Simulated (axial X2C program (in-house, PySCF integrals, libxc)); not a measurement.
**Outer orbitals of ZrTe at 2.545 Å, r2SCAN**

All values were computed with an axial X2C code built on PySCF integrals. Spin-free means the one-electron spin-free X2C Hamiltonian; two-component (2c) means X2C with spin–orbit coupling and atomic mean-field two-electron Coulomb and Gaunt terms, so the difference of the two also holds small scalar two-electron terms. Basis: Te dyall-cv3z [11s12p8d4f1g], Zr dyall-cv3z [11s12p9d6f3g] (cores contracted in-house); Gaussian nuclei, density fitting, unrestricted open shells. Masses: Te 129.906 u, Zr 89.905 u.

The distance is close to the 2c PBE0 minimum; the highest filled and lowest empty levels are listed.

Spin-free orbitals, state M_S = 1, Λ = 2 (beyond evenly filled blocks: σα, δ+α) (Löwdin shares):

```json
{"symmetry": "π-α", "occupied": "yes", "ε (eV)": "-33.18", "atomic character": "100% Zr p"}
{"symmetry": "π+α", "occupied": "yes", "ε (eV)": "-33.18", "atomic character": "100% Zr p"}
{"symmetry": "σα", "occupied": "yes", "ε (eV)": "-33.09", "atomic character": "97% Zr p"}
{"symmetry": "σβ", "occupied": "yes", "ε (eV)": "-32.25", "atomic character": "97% Zr p"}
{"symmetry": "π-β", "occupied": "yes", "ε (eV)": "-31.96", "atomic character": "100% Zr p"}
{"symmetry": "π+β", "occupied": "yes", "ε (eV)": "-31.96", "atomic character": "100% Zr p"}
{"symmetry": "σβ", "occupied": "yes", "ε (eV)": "-14.25", "atomic character": "68% Te s, 10% Zr p, 10% Zr d"}
{"symmetry": "σα", "occupied": "yes", "ε (eV)": "-14.05", "atomic character": "67% Te s, 11% Zr d, 10% Zr p"}
{"symmetry": "σα", "occupied": "yes", "ε (eV)": "-6.14", "atomic character": "62% Te p, 17% Zr d, 14% Zr s"}
{"symmetry": "σβ", "occupied": "yes", "ε (eV)": "-5.98", "atomic character": "68% Te p, 16% Zr d, 9% Zr s"}
{"symmetry": "π-β", "occupied": "yes", "ε (eV)": "-5.42", "atomic character": "64% Te p, 22% Zr d, 5% Zr f"}
{"symmetry": "π+β", "occupied": "yes", "ε (eV)": "-5.42", "atomic character": "64% Te p, 22% Zr d, 5% Zr f"}
{"symmetry": "π-α", "occupied": "yes", "ε (eV)": "-5.41", "atomic character": "56% Te p, 33% Zr d, 5% Zr p"}
{"symmetry": "π+α", "occupied": "yes", "ε (eV)": "-5.41", "atomic character": "56% Te p, 33% Zr d, 5% Zr p"}
{"symmetry": "σα", "occupied": "yes", "ε (eV)": "-4.89", "atomic character": "51% Zr s, 41% Zr d, 3% Zr p"}
{"symmetry": "δ+α", "occupied": "yes", "ε (eV)": "-3.97", "atomic character": "99% Zr d"}
{"symmetry": "δ-α", "occupied": "no", "ε (eV)": "-3.97", "atomic character": "99% Zr d"}
{"symmetry": "π-α", "occupied": "no", "ε (eV)": "-2.93", "atomic character": "56% Zr d, 27% Zr p, 13% Te p"}
{"symmetry": "π+α", "occupied": "no", "ε (eV)": "-2.93", "atomic character": "56% Zr d, 27% Zr p, 13% Te p"}
{"symmetry": "σα", "occupied": "no", "ε (eV)": "-2.52", "atomic character": "45% Zr p, 26% Zr d, 16% Te p"}
```

A filled and an empty partner (Λ and −Λ, same spin) share one energy because the functional has no current term.

Spinors with spin–orbit coupling (state Ω = 1):

```
   ω  occupied  ε (eV)              atomic character     λ mixture
 1/2       yes  -34.02                      99% Zr p  84% π, 16% σ
-1/2       yes  -33.59                      98% Zr p  67% σ, 33% π
-3/2       yes  -32.58                     100% Zr p        100% π
-1/2       yes  -31.92                      99% Zr p  67% π, 33% σ
 1/2       yes  -31.87                      98% Zr p  84% σ, 16% π
 3/2       yes  -31.33                     100% Zr p        100% π
 1/2       yes  -14.25  68% Te s, 10% Zr p, 10% Zr d        100% σ
-1/2       yes  -14.06  67% Te s, 11% Zr d, 10% Zr p        100% σ
-1/2       yes   -6.25  64% Te p, 17% Zr d, 11% Zr s  85% σ, 15% π
 1/2       yes   -6.11   69% Te p, 16% Zr d, 7% Zr s  80% σ, 20% π
-1/2       yes   -5.53   63% Te p, 21% Zr d, 5% Zr f  85% π, 15% σ
 1/2       yes   -5.47   58% Te p, 30% Zr d, 4% Zr p  81% π, 19% σ
-3/2       yes   -5.24   53% Te p, 36% Zr d, 4% Zr p        100% π
 3/2       yes   -5.23   63% Te p, 24% Zr d, 5% Zr f        100% π
-1/2       yes   -4.88   51% Zr s, 41% Zr d, 3% Zr p        100% σ
 3/2       yes   -3.99                      99% Zr d        100% δ
-5/2        no   -3.90                      99% Zr d        100% δ
 1/2        no   -2.98  59% Zr d, 25% Zr p, 12% Te p        100% π
-3/2        no   -2.86  53% Zr d, 28% Zr p, 14% Te p        100% π
-1/2        no   -2.51  45% Zr p, 26% Zr d, 16% Te p        100% σ
```

(1) How does the gap between the highest filled and lowest empty level change from the spin-free to the 2c table?

Mulliken charges and populations of the two-component result (they depend on the basis, above all on diffuse functions):

Te -0.10 e (s 9.86 p 22.21 d 20.02 f 0.01), Zr 0.10 e (s 8.93 p 18.20 d 12.72 f 0.04 g 0.01). ⟨Lz⟩ = 2.00 ħ and ⟨Sz⟩ = -1.00 ħ (0.14 and -1.14 on the two atoms), which add up to Ω.

One determinant describes the state; a PBE0 search over occupations chose it and may have missed a lower one. Density functionals use the spin component along the axis (collinear). PBE0 can misorder states that lie within some tenths of an eV, so this need not be the ground state of the molecule. The nearest other spin-free determinant of the search, M_S = 0, Λ = 0, lies 0.44 eV up at the distance of the search. The functionals have no current-density term, which raises determinants with orbital currents, atoms included. With several unpaired electrons one determinant need not be a pure state. The determinant is spin-polarised beyond a pure state at some levels (its spin-free form has ⟨S²⟩ too high), which makes Re and μ there less reliable.

Answers

(1) From 0.00 to 0.09 eV at r2SCAN, a change of 0.09 eV.
